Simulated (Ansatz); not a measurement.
Ansatz (an electronic-structure program) input for CH4ClFOSi, SMILES OC[Si@@H](F)Cl, B3LYP-D3(BJ)/def2-SVP. 

Ansatz 0.2 input:
```yaml
crystal:
  periodic: [false, false, false]
  atoms:
    - {symbol: O, position_ang: [-2.24331536, 0.95797731, 0.22382949]}
    - {symbol: C, position_ang: [-1.59697311, -0.22257798, -0.23409696]}
    - {symbol: Si, position_ang: [0.20084064, -0.38027176, 0.39135980]}
    - {symbol: F, position_ang: [0.69615560, -1.84828540, -0.06062919]}
    - {symbol: Cl, position_ang: [1.42860581, 0.96207531, -0.41529665]}
    - {symbol: H, position_ang: [-2.29802502, 0.93648484, 1.18396310]}
    - {symbol: H, position_ang: [-1.62779234, -0.15218716, -1.32478540]}
    - {symbol: H, position_ang: [-2.19125584, -1.10475875, 0.03948308]}
    - {symbol: H, position_ang: [0.28196688, -0.40479679, 1.84195363]}
basis:
  gaussian:
    orbitals: def2-SVP
hamiltonian:
  xc: b3lyp
  dispersion: d3bj
relax: {f_tol: 0.002, max_steps: 200}
```

Output:

```
WARN ansatz: RAYON_NUM_THREADS=1 ignored (pool sized by the plan → 1); use --threads N
Functional definition: B3LYP
integrals: 0.05 GiB planned
1002 factors; integrals over basis functions are off by at most 6.9e-4 eV
mean field: 0.40 GiB planned
mean field evaluation 1: about -26253.2620 eV, gradient 5.4e1 eV
mean field evaluation 2: about -26247.7433 eV, gradient 7.8e1 eV
mean field evaluation 4: about -26258.7735 eV, gradient 3.0e0 eV
mean field evaluation 8: about -26258.8073 eV, gradient 1.1e-1 eV
mean field evaluation 16: about -26258.8073 eV, gradient 2.0e-5 eV
mean field -26258.80730551 eV, -964.9933696185 hartree, gradient 2.0e-5 eV, S^2 0.000000; 0 other end points of the search recorded, 0 dependent functions left out
the calculation of the forces begins
reference -26258.80753152 eV, -964.9933779244 hartree; 29, 29 occupied and 69, 69 virtual orbitals, 1002 factors
relax step   1: F+E_penalty+E_count = -26259.15602830 eV  Δ(F+E_penalty+E_count) = +0.000e0 eV  max|allowed force component| = 1.514e0 eV/Å  Δτ_max = 0.0000 Å  (26 SCF iters, accepted)
these checks for a lower state are left out or cut short: starts, cluster_reference, orbital_swaps, neighbouring_geometries, increment
integrals: 0.05 GiB planned
1002 factors; integrals over basis functions are off by at most 7.5e-4 eV
mean field: 0.40 GiB planned
mean field -26258.92152959 eV, -964.9975672761 hartree, gradient 7.3e-5 eV, S^2 0.000000; 0 other end points of the search recorded, 0 dependent functions left out
the calculation of the forces begins
reference -26258.92175550 eV, -964.9975755782 hartree; 29, 29 occupied and 69, 69 virtual orbitals, 1002 factors
relax step   2: F+E_penalty+E_count = -26259.26949288 eV  Δ(F+E_penalty+E_count) = -1.135e-1 eV  max|allowed force component| = 3.198e-1 eV/Å  Δτ_max = 0.0537 Å  (25 SCF iters, accepted)
these checks for a lower state are left out or cut short: starts, cluster_reference, orbital_swaps, neighbouring_geometries, increment
integrals: 0.05 GiB planned
1002 factors; integrals over basis functions are off by at most 7.6e-4 eV
mean field: 0.40 GiB planned
mean field -26258.92611197 eV, -964.9977356754 hartree, gradient 6.6e-5 eV, S^2 0.000000; 0 other end points of the search recorded, 0 dependent functions left out
the calculation of the forces begins
reference -26258.92633771 eV, -964.9977439713 hartree; 29, 29 occupied and 69, 69 virtual orbitals, 1002 factors
relax step   3: F+E_penalty+E_count = -26259.27535231 eV  Δ(F+E_penalty+E_count) = -5.859e-3 eV  max|allowed force component| = 9.939e-2 eV/Å  Δτ_max = 0.0258 Å  (25 SCF iters, accepted)
these checks for a lower state are left out or cut short: starts, cluster_reference, orbital_swaps, neighbouring_geometries, increment
integrals: 0.05 GiB planned
1002 factors; integrals over basis functions are off by at most 7.6e-4 eV
mean field: 0.40 GiB planned
mean field evaluation 32: about -26258.9271 eV, gradient 6.7e-5 eV
mean field -26258.92714821 eV, -964.9977737567 hartree, gradient 6.7e-5 eV, S^2 0.000000; 0 other end points of the search recorded, 0 dependent functions left out
the calculation of the forces begins
reference -26258.92737375 eV, -964.9977820452 hartree; 29, 29 occupied and 69, 69 virtual orbitals, 1002 factors
relax step   4: F+E_penalty+E_count = -26259.27675828 eV  Δ(F+E_penalty+E_count) = -1.406e-3 eV  max|allowed force component| = 4.721e-2 eV/Å  Δτ_max = 0.0170 Å  (25 SCF iters, accepted)
these checks for a lower state are left out or cut short: starts, cluster_reference, orbital_swaps, neighbouring_geometries, increment
integrals: 0.05 GiB planned
1002 factors; integrals over basis functions are off by at most 7.6e-4 eV
mean field: 0.40 GiB planned
mean field -26258.92751114 eV, -964.9977870942 hartree, gradient 6.8e-5 eV, S^2 0.000000; 0 other end points of the search recorded, 0 dependent functions left out
the calculation of the forces begins
reference -26258.92773650 eV, -964.9977953760 hartree; 29, 29 occupied and 69, 69 virtual orbitals, 1002 factors
relax step   5: F+E_penalty+E_count = -26259.27725794 eV  Δ(F+E_penalty+E_count) = -4.997e-4 eV  max|allowed force component| = 4.231e-2 eV/Å  Δτ_max = 0.0124 Å  (26 SCF iters, accepted)
these checks for a lower state are left out or cut short: starts, cluster_reference, orbital_swaps, neighbouring_geometries, increment
integrals: 0.05 GiB planned
1002 factors; integrals over basis functions are off by at most 7.6e-4 eV
mean field: 0.40 GiB planned
mean field -26258.92795170 eV, -964.9978032844 hartree, gradient 6.9e-5 eV, S^2 0.000000; 0 other end points of the search recorded, 0 dependent functions left out
the calculation of the forces begins
reference -26258.92817693 eV, -964.9978115614 hartree; 29, 29 occupied and 69, 69 virtual orbitals, 1002 factors
relax step   6: F+E_penalty+E_count = -26259.27759823 eV  Δ(F+E_penalty+E_count) = -3.403e-4 eV  max|allowed force component| = 2.962e-2 eV/Å  Δτ_max = 0.0196 Å  (26 SCF iters, accepted)
these checks for a lower state are left out or cut short: starts, cluster_reference, orbital_swaps, neighbouring_geometries, increment
integrals: 0.05 GiB planned
1002 factors; integrals over basis functions are off by at most 7.5e-4 eV
mean field: 0.40 GiB planned
mean field -26258.92810257 eV, -964.9978088285 hartree, gradient 6.9e-5 eV, S^2 0.000000; 0 other end points of the search recorded, 0 dependent functions left out
the calculation of the forces begins
reference -26258.92832768 eV, -964.9978171015 hartree; 29, 29 occupied and 69, 69 virtual orbitals, 1002 factors
relax step   7: F+E_penalty+E_count = -26259.27768567 eV  Δ(F+E_penalty+E_count) = -8.744e-5 eV  max|allowed force component| = 1.256e-2 eV/Å  Δτ_max = 0.0114 Å  (26 SCF iters, accepted)
these checks for a lower state are left out or cut short: starts, cluster_reference, orbital_swaps, neighbouring_geometries, increment
integrals: 0.05 GiB planned
1002 factors; integrals over basis functions are off by at most 7.5e-4 eV
mean field: 0.40 GiB planned
mean field -26258.92814896 eV, -964.9978105335 hartree, gradient 7.9e-6 eV, S^2 0.000000; 0 other end points of the search recorded, 0 dependent functions left out
the calculation of the forces begins
reference -26258.92837409 eV, -964.9978188068 hartree; 29, 29 occupied and 69, 69 virtual orbitals, 1002 factors
relax step   8: F+E_penalty+E_count = -26259.27768960 eV  Δ(F+E_penalty+E_count) = -3.927e-6 eV  max|allowed force component| = 1.522e-2 eV/Å  Δτ_max = 0.0049 Å  (24 SCF iters, accepted)
these checks for a lower state are left out or cut short: starts, cluster_reference, orbital_swaps, neighbouring_geometries, increment
integrals: 0.05 GiB planned
1002 factors; integrals over basis functions are off by at most 7.5e-4 eV
mean field: 0.40 GiB planned
mean field -26258.92825341 eV, -964.9978143722 hartree, gradient 1.0e-5 eV, S^2 0.000000; 0 other end points of the search recorded, 0 dependent functions left out
the calculation of the forces begins
reference -26258.92847853 eV, -964.9978226449 hartree; 29, 29 occupied and 69, 69 virtual orbitals, 1002 factors
relax step   9: F+E_penalty+E_count = -26259.27770182 eV  Δ(F+E_penalty+E_count) = -1.222e-5 eV  max|allowed force component| = 4.715e-3 eV/Å  Δτ_max = 0.0031 Å  (23 SCF iters, accepted)
these checks for a lower state are left out or cut short: starts, cluster_reference, orbital_swaps, neighbouring_geometries, increment
integrals: 0.05 GiB planned
1002 factors; integrals over basis functions are off by at most 7.5e-4 eV
mean field: 0.40 GiB planned
mean field -26258.92820891 eV, -964.9978127366 hartree, gradient 1.9e-5 eV, S^2 0.000000; 0 other end points of the search recorded, 0 dependent functions left out
the calculation of the forces begins
reference -26258.92843402 eV, -964.9978210093 hartree; 29, 29 occupied and 69, 69 virtual orbitals, 1002 factors
relax step  10: F+E_penalty+E_count = -26259.27770755 eV  Δ(F+E_penalty+E_count) = -5.727e-6 eV  max|allowed force component| = 1.705e-3 eV/Å  Δτ_max = 0.0013 Å  (20 SCF iters, accepted)
integrals: 0.05 GiB planned
1002 factors; integrals over basis functions are off by at most 7.5e-4 eV
mean field: 0.40 GiB planned
mean field evaluation 64: about -26258.9146 eV, gradient 6.4e-2 eV
mean field -26258.92820891 eV, -964.9978127366 hartree, gradient 1.9e-5 eV, S^2 0.000000; 1 other end points of the search recorded, 0 dependent functions left out
the calculation of the forces begins
reference -26258.92843402 eV, -964.9978210093 hartree; 29, 29 occupied and 69, 69 virtual orbitals, 1002 factors
Total energy: -26259.27793266 eV, -965.0106648474 hartree
Atom 0 at    -2.163958     0.986131     0.278466 Å, force    -0.000222     0.000350    -0.000097 eV/Å
Atom 1 at    -1.598089    -0.212222    -0.238587 Å, force     0.000059    -0.000603    -0.000096 eV/Å
Atom 2 at     0.167347    -0.429882     0.380365 Å, force    -0.001251    -0.000851    -0.001705 eV/Å
Atom 3 at     0.708083    -1.905001    -0.036781 Å, force     0.000155     0.000908     0.001046 eV/Å
Atom 4 at     1.410719     0.976877    -0.470747 Å, force     0.000113     0.000202     0.000069 eV/Å
Atom 5 at    -2.327764     0.866041     1.223134 Å, force     0.000079    -0.000059    -0.000077 eV/Å
Atom 6 at    -1.588405    -0.122110    -1.337377 Å, force     0.000455    -0.000168     0.001566 eV/Å
Atom 7 at    -2.206509    -1.111105    -0.008502 Å, force     0.000492     0.000774    -0.000271 eV/Å
Atom 8 at     0.248783    -0.305069     1.855809 Å, force     0.000120    -0.000553    -0.000435 eV/Å
Dipole moment:    -0.329648    -0.137329     0.297925 e Å
```

The calculation finished and met its thresholds.

Cost: about 60 core-seconds (a rough figure).
